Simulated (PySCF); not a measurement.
```xyz
3
charge 0 multiplicity 3, angstrom
Zr   -0.2398    0.0440   -0.3241
F     0.4925   -0.0903   -2.0819
Cl    0.3369   -0.0618    1.9605
```

All numbers come from UPBE0/[Zr def2-TZVP with ECP28, F def2-TZVP, Cl def2-TZVP], scalar-relativistic core potentials, density fitting, no spin–orbit coupling, PySCF.

This geometry of ZrFCl is a stationary point at this level.

(1) What is the point group?

(2) Is it a minimum?

(3) Which band is strongest in the infrared?

(4) Give the atomic charges and bond orders.

(5) Give the ideal-gas entropy at 298.15 K and 1 bar by parts.

Results:

(1) Cs.

(2) Yes: all harmonic wavenumbers are real.

(3) 643 cm⁻¹ (a'), 154 km/mol.

(4) 
```tsv
atom	Mulliken	Löwdin	polar tensor	spin (Mulliken)	Mayer order to Zr1
Zr1	0.89	0.25	1.13	2.05	–
F2	-0.47	-0.27	-0.61	-0.02	0.93
Cl3	-0.42	0.02	-0.52	-0.04	1.05
```

(5) translation 170.8, rotation 104.7, vibration 21.3, spin 9.1; total 306.0 J/(mol K).

Other isomers or separated fragments may lie lower. Open d and f shells are described by one determinant, and the ground state may have another occupation or spin.
